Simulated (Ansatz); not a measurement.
CH3NSi2, SMILES `N#C[Si][SiH3]` (lower singlet) (charge 0, multiplicity 1). This singlet lies 0.70 eV below the relaxed triplet at the level B3LYP/cc-pVTZ // PBE0-D3(BJ)/def2-TZVP (Ansatz, an electronic-structure program).

Cartesian coordinates (Å):
```xyz
7

N      2.6581     0.7468    -0.5849
C      1.8778    -0.1005    -0.4559
Si     0.7210    -1.5472    -0.2862
Si    -1.0449    -0.0233     0.2542
H     -0.6550     0.7571     1.4609
H     -1.2340     0.9012    -0.8978
H     -2.3230    -0.7340     0.5235
```
Charge 0, spin multiplicity 1.

Frozen-core energies in 6-31g from Ansatz at a geometry from PBE0-D3(BJ)/def2-TZVP; the HF reference has <S^2> = 0.00 (restricted, and unstable towards unrestricted orbitals) and the T1 diagnostic is 0.014.

```json
[
 {"level": "HF", "energy (Ha)": "-671.71615"},
 {"level": "MP2", "energy (Ha)": "-672.01644"},
 {"level": "CCSD", "energy (Ha)": "-672.04386"}
]
```

**Question.** Estimate the energies of CCSD(T), CCSDT and CCSDT(Q), and give each level's difference from CCSDT(Q).

**Answer.** 
| level | energy (Ha) | difference from CCSDT(Q) (mHa) |
|---|---|---|
| MP2 | -672.01644 | 40.78 |
| CCSD | -672.04386 | 13.36 |
| CCSD(T) | -672.05480 | 2.42 |
| CCSDT | -672.05536 | 1.86 |
| CCSDT(Q) | -672.05722 | 0.00 |
